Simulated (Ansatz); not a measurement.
Cost and result for the atomization energy of `B[C](=C)[AlH2]` (10 atoms, 9 bonds).

| atom | x (Å) | y (Å) | z (Å) |
| --- | --- | --- | --- |
| B1 | 0.869 | 1.358 | -0.264 |
| C2 | 0.146 | 0.012 | -0.043 |
| C3 | 0.876 | -1.105 | -0.248 |
| Al4 | -1.714 | -0.208 | 0.502 |
| H5 | 2.023 | 1.358 | -0.601 |
| H6 | 0.317 | 2.411 | -0.111 |
| H7 | 1.923 | -1.057 | -0.554 |
| H8 | 0.475 | -2.112 | -0.123 |
| H9 | -2.257 | -1.695 | 0.672 |
| H10 | -2.657 | 1.039 | 0.769 |

Charge 0, multiplicity 1. Geometry: relaxed with PBE0-D4/def2-TZVP. Program: Ansatz. All runs use 2 threads of an Arm Neoverse V1 on a shared host. Times are those of one run each, without the atoms' runs, and a repeat can differ threefold. Electronic energies, without spin–orbit coupling; frozen cores. CCSD(T)/CBS adds CCSD(T) − MP2 in def2-TZVPP to the MP2 limit, and its time is that of the two runs behind it. T1 = 0.011. B3LYP takes the VWN-RPA correlation (the form of Gaussian; ORCA's B3LYP/G). HSE06 is the plane-wave form, built on full-range PBE exchange.

CCSD(T)/CBS is a level of theory with its own doubt, some kJ/mol a heavy atom from the limit and from the frozen cores, so smaller differences don't rank the functionals.

```tsv
level	functions	atomization (kcal/mol)	difference from CCSD(T)/CBS	per bond
BLYP-D4/def2-TZVPP	219	837.6	-0.4	0.0
revPBE-D4/def2-TZVPP	219	833.0	-5.0	-0.5
B3LYP-D4/def2-TZVPP (with forces)	219	843.2	5.2	0.6
CCSD(T)/CBS(def2)	–	838.0	0.0	0.0
CCSD(T)/def2-TZVPP	219	820.1	-17.9	-2.0
BHLYP-D4/def2-TZVPP	219	827.9	-10.1	-1.1
r2SCAN-D4/def2-TZVPP (with forces)	219	843.7	5.7	0.6
CCSD(T)/def2-SVP	90	805.2	-32.8	-3.6
CAM-B3LYP-D4/def2-TZVPP	219	845.2	7.2	0.8
HSE06-D4/def2-TZVPP	219	841.8	3.8	0.4
MP2/def2-QZVPP	421	839.8	1.8	0.2
LDA (SPW92)/def2-TZVPP	219	938.7	100.7	11.2
PBE-QIDH/def2-TZVPP	219	837.1	-0.9	-0.1
```

**Question.** Order the runs by time, with rough figures. (Estimate.)

**Answer.** The calculation gave: LDA (SPW92)/def2-TZVPP 1.8 s; revPBE-D4/def2-TZVPP 2.9 s; BLYP-D4/def2-TZVPP 3.1 s; CCSD(T)/def2-SVP 3.2 s; HSE06-D4/def2-TZVPP 3.9 s; BHLYP-D4/def2-TZVPP 4 s; CAM-B3LYP-D4/def2-TZVPP 4.4 s; B3LYP-D4/def2-TZVPP (with forces) 6 s; r2SCAN-D4/def2-TZVPP (with forces) 7 s; PBE-QIDH/def2-TZVPP 8.5 s; MP2/def2-QZVPP 27 s; CCSD(T)/def2-TZVPP 82 s; CCSD(T)/CBS(def2) 110 s.

From r2SCAN to r2SCAN0 (25 % exact exchange), in def2-TZVPP and without D4, the atomization energy moves by −8.4 kcal/mol: exact exchange takes away binding that semilocal exchange gives to molecules. At CCSD(T), def2-SVP lies −32.8 kcal/mol from the extrapolated value and def2-TZVPP −17.9 kcal/mol: correlation converges slowly with the basis, and small sets miss more of it in the bonded molecule than in its fragments. Leaving LDA and LC-ωPBE aside and taking each functional with its dispersion term where it has one, the values, not all of them listed here, spread over 22.2 kcal/mol, from BHLYP-D4 to B97M-V. LDA lies +93.8 kcal/mol from PBE without D4, its usual overbinding.
